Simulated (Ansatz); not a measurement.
Ansatz (a program for electronic structure) input for B(H)(OMe)(SMe) (C2H7BOS), SMILES S(C)BOC, B3LYP-D3(BJ)/def2-SVP. 

Ansatz 0.2 input:
```yaml
crystal:
  periodic: [false, false, false]
  atoms:
    - {symbol: B, position_ang: [-0.43518525, -0.23259120, 0.78943915]}
    - {symbol: H, position_ang: [-1.05070219, -0.49316532, 1.75701459]}
    - {symbol: O, position_ang: [0.86024431, -0.50652601, 0.62260896]}
    - {symbol: C, position_ang: [1.67253252, -1.14189601, 1.57613871]}
    - {symbol: H, position_ang: [1.11400318, -1.38526803, 2.48326190]}
    - {symbol: H, position_ang: [2.07225005, -2.05903668, 1.13746084]}
    - {symbol: H, position_ang: [2.50118300, -0.47555987, 1.82658918]}
    - {symbol: S, position_ang: [-1.28554765, 0.59022473, -0.55148185]}
    - {symbol: C, position_ang: [0.05015853, 0.76954601, -1.78414740]}
    - {symbol: H, position_ang: [0.87484703, 1.31513800, -1.33856747]}
    - {symbol: H, position_ang: [-0.36258243, 1.31907814, -2.62278121]}
    - {symbol: H, position_ang: [0.37758903, -0.21551770, -2.09928360]}
basis:
  gaussian:
    orbitals: def2-SVP
hamiltonian:
  xc: b3lyp
  dispersion: d3bj
relax: {f_tol: 0.002, max_steps: 200}
```

It prints:

```
WARN ansatz: RAYON_NUM_THREADS=1 ignored (pool sized by the plan → 1); use --threads N
Functional definition: B3LYP
integrals: 0.06 GiB planned
1192 factors; integrals over basis functions are off by at most 2.8e-4 eV
mean field: 0.45 GiB planned
mean field evaluation 1: about -15735.2665 eV, gradient 5.5e1 eV
mean field evaluation 2: about -15727.5365 eV, gradient 8.2e1 eV
mean field evaluation 4: about -15742.1051 eV, gradient 3.6e0 eV
mean field evaluation 8: about -15742.1737 eV, gradient 9.1e-2 eV
mean field evaluation 16: about -15742.1737 eV, gradient 1.5e-5 eV
mean field -15742.17371762 eV, -578.5142136940 hartree, gradient 1.5e-5 eV, S^2 0.000000; 0 other end points of the search recorded, 0 dependent functions left out
the calculation of the forces begins
reference -15742.17397093 eV, -578.5142230030 hartree; 24, 24 occupied and 85, 85 virtual orbitals, 1192 factors
relax step   1: F+E_penalty+E_count = -15742.57681514 eV  Δ(F+E_penalty+E_count) = +0.000e0 eV  max|allowed force component| = 7.059e-1 eV/Å  Δτ_max = 0.0000 Å  (27 SCF iters, accepted)
these checks for a lower state are left out or cut short: starts, cluster_reference, orbital_swaps, neighbouring_geometries, increment
integrals: 0.06 GiB planned
1192 factors; integrals over basis functions are off by at most 2.9e-4 eV
mean field: 0.45 GiB planned
mean field -15742.22818149 eV, -578.5162152043 hartree, gradient 8.6e-6 eV, S^2 0.000000; 0 other end points of the search recorded, 0 dependent functions left out
the calculation of the forces begins
reference -15742.22843676 eV, -578.5162245854 hartree; 24, 24 occupied and 85, 85 virtual orbitals, 1192 factors
relax step   2: F+E_penalty+E_count = -15742.62685890 eV  Δ(F+E_penalty+E_count) = -5.004e-2 eV  max|allowed force component| = 2.195e-1 eV/Å  Δτ_max = 0.0628 Å  (31 SCF iters, accepted)
these checks for a lower state are left out or cut short: starts, cluster_reference, orbital_swaps, neighbouring_geometries, increment
integrals: 0.06 GiB planned
1192 factors; integrals over basis functions are off by at most 2.9e-4 eV
mean field: 0.45 GiB planned
mean field -15742.23682027 eV, -578.5165326736 hartree, gradient 9.2e-6 eV, S^2 0.000000; 0 other end points of the search recorded, 0 dependent functions left out
the calculation of the forces begins
reference -15742.23707705 eV, -578.5165421102 hartree; 24, 24 occupied and 85, 85 virtual orbitals, 1192 factors
relax step   3: F+E_penalty+E_count = -15742.63315744 eV  Δ(F+E_penalty+E_count) = -6.299e-3 eV  max|allowed force component| = 4.406e-2 eV/Å  Δτ_max = 0.0504 Å  (30 SCF iters, accepted)
these checks for a lower state are left out or cut short: starts, cluster_reference, orbital_swaps, neighbouring_geometries, increment
integrals: 0.06 GiB planned
1192 factors; integrals over basis functions are off by at most 2.9e-4 eV
mean field: 0.45 GiB planned
mean field evaluation 32: about -15742.2353 eV, gradient 5.4e-1 eV
mean field -15742.23618948 eV, -578.5165094923 hartree, gradient 2.0e-5 eV, S^2 0.000000; 0 other end points of the search recorded, 0 dependent functions left out
the calculation of the forces begins
reference -15742.23644625 eV, -578.5165189285 hartree; 24, 24 occupied and 85, 85 virtual orbitals, 1192 factors
relax step   4: F+E_penalty+E_count = -15742.63305382 eV  Δ(F+E_penalty+E_count) = +1.036e-4 eV  max|allowed force component| = 1.592e-1 eV/Å  Δτ_max = 0.0091 Å  (24 SCF iters, rejected (line search))
these checks for a lower state are left out or cut short: starts, cluster_reference, orbital_swaps, neighbouring_geometries, increment
integrals: 0.06 GiB planned
1192 factors; integrals over basis functions are off by at most 2.9e-4 eV
mean field: 0.45 GiB planned
mean field -15742.23696733 eV, -578.5165380780 hartree, gradient 8.9e-6 eV, S^2 0.000000; 0 other end points of the search recorded, 0 dependent functions left out
the calculation of the forces begins
reference -15742.23722411 eV, -578.5165475145 hartree; 24, 24 occupied and 85, 85 virtual orbitals, 1192 factors
relax step   5: F+E_penalty+E_count = -15742.63341672 eV  Δ(F+E_penalty+E_count) = -2.593e-4 eV  max|allowed force component| = 1.854e-2 eV/Å  Δτ_max = 0.0044 Å  (24 SCF iters, accepted)
these checks for a lower state are left out or cut short: starts, cluster_reference, orbital_swaps, neighbouring_geometries, increment
integrals: 0.06 GiB planned
1192 factors; integrals over basis functions are off by at most 2.9e-4 eV
mean field: 0.45 GiB planned
mean field -15742.23680396 eV, -578.5165320740 hartree, gradient 9.2e-6 eV, S^2 0.000000; 0 other end points of the search recorded, 0 dependent functions left out
the calculation of the forces begins
reference -15742.23706080 eV, -578.5165415127 hartree; 24, 24 occupied and 85, 85 virtual orbitals, 1192 factors
relax step   6: F+E_penalty+E_count = -15742.63337881 eV  Δ(F+E_penalty+E_count) = +3.791e-5 eV  max|allowed force component| = 1.929e-2 eV/Å  Δτ_max = 0.0166 Å  (31 SCF iters, rejected (line search))
these checks for a lower state are left out or cut short: starts, cluster_reference, orbital_swaps, neighbouring_geometries, increment
integrals: 0.06 GiB planned
1192 factors; integrals over basis functions are off by at most 2.9e-4 eV
mean field: 0.45 GiB planned
mean field -15742.23711740 eV, -578.5165435930 hartree, gradient 1.8e-5 eV, S^2 0.000000; 0 other end points of the search recorded, 0 dependent functions left out
the calculation of the forces begins
reference -15742.23737425 eV, -578.5165530318 hartree; 24, 24 occupied and 85, 85 virtual orbitals, 1192 factors
relax step   7: F+E_penalty+E_count = -15742.63366691 eV  Δ(F+E_penalty+E_count) = -2.502e-4 eV  max|allowed force component| = 4.141e-3 eV/Å  Δτ_max = 0.0083 Å  (24 SCF iters, accepted)
these checks for a lower state are left out or cut short: starts, cluster_reference, orbital_swaps, neighbouring_geometries, increment
integrals: 0.06 GiB planned
1192 factors; integrals over basis functions are off by at most 2.9e-4 eV
mean field: 0.45 GiB planned
mean field -15742.23720093 eV, -578.5165466625 hartree, gradient 1.3e-5 eV, S^2 0.000000; 0 other end points of the search recorded, 0 dependent functions left out
the calculation of the forces begins
reference -15742.23745786 eV, -578.5165561045 hartree; 24, 24 occupied and 85, 85 virtual orbitals, 1192 factors
relax step   8: F+E_penalty+E_count = -15742.63369686 eV  Δ(F+E_penalty+E_count) = -2.995e-5 eV  max|allowed force component| = 2.773e-3 eV/Å  Δτ_max = 0.0065 Å  (22 SCF iters, accepted)
these checks for a lower state are left out or cut short: starts, cluster_reference, orbital_swaps, neighbouring_geometries, increment
integrals: 0.06 GiB planned
1192 factors; integrals over basis functions are off by at most 2.9e-4 eV
mean field: 0.45 GiB planned
mean field evaluation 64: about -15742.2372 eV, gradient 1.5e-5 eV
mean field -15742.23720232 eV, -578.5165467137 hartree, gradient 2.4e-5 eV, S^2 0.000000; 0 other end points of the search recorded, 0 dependent functions left out
the calculation of the forces begins
reference -15742.23745924 eV, -578.5165561553 hartree; 24, 24 occupied and 85, 85 virtual orbitals, 1192 factors
relax step   9: F+E_penalty+E_count = -15742.63369903 eV  Δ(F+E_penalty+E_count) = -2.173e-6 eV  max|allowed force component| = 1.877e-3 eV/Å  Δτ_max = 0.0016 Å  (20 SCF iters, accepted)
these checks for a lower state are left out or cut short: starts, cluster_reference, orbital_swaps, neighbouring_geometries, increment
integrals: 0.06 GiB planned
1192 factors; integrals over basis functions are off by at most 2.9e-4 eV
mean field: 0.45 GiB planned
mean field -15742.23722952 eV, -578.5165477131 hartree, gradient 1.5e-5 eV, S^2 0.000000; 0 other end points of the search recorded, 0 dependent functions left out
the calculation of the forces begins
reference -15742.23748643 eV, -578.5165571543 hartree; 24, 24 occupied and 85, 85 virtual orbitals, 1192 factors
relax step  10: F+E_penalty+E_count = -15742.63370480 eV  Δ(F+E_penalty+E_count) = -5.771e-6 eV  max|allowed force component| = 3.539e-3 eV/Å  Δτ_max = 0.0072 Å  (22 SCF iters, accepted)
these checks for a lower state are left out or cut short: starts, cluster_reference, orbital_swaps, neighbouring_geometries, increment
integrals: 0.06 GiB planned
1192 factors; integrals over basis functions are off by at most 2.9e-4 eV
mean field: 0.45 GiB planned
mean field -15742.23723935 eV, -578.5165480743 hartree, gradient 9.9e-6 eV, S^2 0.000000; 0 other end points of the search recorded, 0 dependent functions left out
the calculation of the forces begins
reference -15742.23749621 eV, -578.5165575140 hartree; 24, 24 occupied and 85, 85 virtual orbitals, 1192 factors
relax step  11: F+E_penalty+E_count = -15742.63371184 eV  Δ(F+E_penalty+E_count) = -7.035e-6 eV  max|allowed force component| = 8.584e-3 eV/Å  Δτ_max = 0.0133 Å  (23 SCF iters, accepted)
these checks for a lower state are left out or cut short: starts, cluster_reference, orbital_swaps, neighbouring_geometries, increment
integrals: 0.06 GiB planned
1192 factors; integrals over basis functions are off by at most 3.0e-4 eV
mean field: 0.45 GiB planned
mean field -15742.23724012 eV, -578.5165481027 hartree, gradient 9.2e-6 eV, S^2 0.000000; 0 other end points of the search recorded, 0 dependent functions left out
the calculation of the forces begins
reference -15742.23749697 eV, -578.5165575418 hartree; 24, 24 occupied and 85, 85 virtual orbitals, 1192 factors
relax step  12: F+E_penalty+E_count = -15742.63369728 eV  Δ(F+E_penalty+E_count) = +1.456e-5 eV  max|allowed force component| = 1.845e-2 eV/Å  Δτ_max = 0.0189 Å  (30 SCF iters, rejected (line search))
these checks for a lower state are left out or cut short: starts, cluster_reference, orbital_swaps, neighbouring_geometries, increment
integrals: 0.06 GiB planned
1192 factors; integrals over basis functions are off by at most 2.9e-4 eV
mean field: 0.45 GiB planned
mean field -15742.23724093 eV, -578.5165481326 hartree, gradient 2.1e-5 eV, S^2 0.000000; 0 other end points of the search recorded, 0 dependent functions left out
the calculation of the forces begins
reference -15742.23749778 eV, -578.5165575716 hartree; 24, 24 occupied and 85, 85 virtual orbitals, 1192 factors
relax step  13: F+E_penalty+E_count = -15742.63371816 eV  Δ(F+E_penalty+E_count) = -6.319e-6 eV  max|allowed force component| = 4.465e-3 eV/Å  Δτ_max = 0.0093 Å  (22 SCF iters, accepted)
these checks for a lower state are left out or cut short: starts, cluster_reference, orbital_swaps, neighbouring_geometries, increment
integrals: 0.06 GiB planned
1192 factors; integrals over basis functions are off by at most 3.0e-4 eV
mean field: 0.45 GiB planned
mean field evaluation 96: about -15742.2372 eV, gradient 1.7e-5 eV
mean field -15742.23722705 eV, -578.5165476225 hartree, gradient 1.7e-5 eV, S^2 0.000000; 0 other end points of the search recorded, 0 dependent functions left out
the calculation of the forces begins
reference -15742.23748388 eV, -578.5165570608 hartree; 24, 24 occupied and 85, 85 virtual orbitals, 1192 factors
relax step  14: F+E_penalty+E_count = -15742.63372045 eV  Δ(F+E_penalty+E_count) = -2.295e-6 eV  max|allowed force component| = 1.516e-3 eV/Å  Δτ_max = 0.0082 Å  (21 SCF iters, accepted)
integrals: 0.06 GiB planned
1192 factors; integrals over basis functions are off by at most 3.0e-4 eV
mean field: 0.45 GiB planned
mean field -15742.23722705 eV, -578.5165476225 hartree, gradient 1.7e-5 eV, S^2 0.000000; 1 other end points of the search recorded, 0 dependent functions left out
the calculation of the forces begins
reference -15742.23748388 eV, -578.5165570608 hartree; 24, 24 occupied and 85, 85 virtual orbitals, 1192 factors
Total energy: -15742.63397728 eV, -578.5311279245 hartree
Atom 0 at    -0.386002    -0.229161     0.770679 Å, force    -0.000175     0.000505     0.000379 eV/Å
Atom 1 at    -1.004481    -0.499609     1.774269 Å, force     0.000253    -0.000159    -0.000571 eV/Å
Atom 2 at     0.922619    -0.528764     0.628757 Å, force     0.000403    -0.000241     0.000253 eV/Å
Atom 3 at     1.679935    -1.178468     1.630083 Å, force    -0.000160     0.000282    -0.000299 eV/Å
Atom 4 at     1.070528    -1.403697     2.521187 Å, force     0.000283     0.000035    -0.000281 eV/Å
Atom 5 at     2.087343    -2.119663     1.227234 Å, force    -0.000089     0.000162     0.000312 eV/Å
Atom 6 at     2.523407    -0.534267     1.926235 Å, force    -0.000174    -0.000399    -0.000005 eV/Å
Atom 7 at    -1.284250     0.601326    -0.551099 Å, force    -0.000815     0.000036     0.000085 eV/Å
Atom 8 at     0.007466     0.808939    -1.834876 Å, force     0.001516     0.000056    -0.001218 eV/Å
Atom 9 at     0.837334     1.418170    -1.452996 Å, force    -0.000993    -0.000737    -0.000445 eV/Å
Atom 10 at    -0.459966     1.317083    -2.688543 Å, force     0.000386    -0.000682     0.001322 eV/Å
Atom 11 at     0.394857    -0.167462    -2.154677 Å, force    -0.000434     0.001143     0.000469 eV/Å
Dipole moment:     0.422780    -0.150808     0.077128 e Å
```

The run converged.
